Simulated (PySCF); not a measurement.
```xyz
3
charge 0 multiplicity 1, angstrom
S     1.2649    0.0000    0.0000
I    -0.1595   -1.8989    0.0000
I    -0.1595    1.8989    0.0000
```

These are results of PBE0/[S def2-TZVP, I def2-TZVP with ECP28], scalar-relativistic core potentials, density fitting, no spin–orbit coupling, PySCF, not measurements.

This geometry of SI2 is a stationary point at this level.

Q: What is the point group?

A: C2v.

Q: Is it a minimum?

A: Yes: all harmonic wavenumbers are real.

Q: List the harmonic modes with their infrared intensities.

A: 
| symmetry | ω (cm⁻¹) | IR (km/mol) |
| --- | --- | --- |
| a1 | 92 | 0.0 |
| a1 | 352 | 0.0 |
| b2 | 376 | 18.1 |

In C2v the vibrations span 2a1 + b2. Here b1 is antisymmetric to the molecular plane and b2 lies in it.
